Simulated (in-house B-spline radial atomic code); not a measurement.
Inner-shell binding energies (edges) and X-ray emission energies of free atoms and ions, as differences of relaxed hole-state energies with first-order Breit, QED and recoil terms, without correlation or multiplet splittings, in NIST's listed ground configurations. For neutral atoms such line energies lie within some 1 to 5 eV of tabulated X-ray lines (up to 20 eV for the heaviest). Removing outer electrons raises all edges nearly alike, so lines move far less than edges. K = 1s, L1 = 2s, L2 = 2p1/2, L3 = 2p3/2. A dash marks a subshell that is part filled or wasn't run, or a line left out. Computed with a B-spline radial code for spherical atoms: Dirac-Hartree-Fock, average of the configuration, finite nuclei.

```
 ion      configuration  L1 edge (eV)  L3 edge (eV)  K-L3 (eV)  K-L2 (eV)
  La       [Xe] 5d1 6s2        6285.1       5496.84    33439.3    33031.3
 La+           [Xe] 5d2       6288.75       5500.52    33439.4    33031.4
La2+           [Xe] 5d1       6298.86       5510.63    33439.3    33031.3
La3+  [Kr] 4d10 5s2 5p6       6310.42       5522.18    33439.2    33031.2
```
